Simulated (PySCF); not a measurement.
## Electron correlation in Bi²⁺ (bismuth, charge +2)

[Xe] 4f14 5d10 6s1 6p2, high-spin 4P determinant (an excited configuration). All numbers are calculated (PySCF 2.14, scalar relativity by spin-free X2C-1e, in x2c-TZVPPall (11s7p6d3f, 83 functions)). Frozen: [Kr] 4d10 4f14; 21 electrons correlated.

| level | correlation energy (mhartree) |
| --- | --- |
| CCSD | -382.11 |
| (T) | -5.59 |
| CCSD(T) | -387.70 |

Diagnostics: T1 = 0.0055, D1 = 0.0203, largest double amplitude 0.033.

Question: Is a single reference adequate?

Answer: Yes, within this model without spin-orbit coupling: T1 lies below 0.03 and no double amplitude reaches 0.07.

This basis was not built for core-valence correlation, so the inner-shell part is incomplete.

Spin-orbit coupling is strong in this species, so the high-spin LS determinant is a model state.
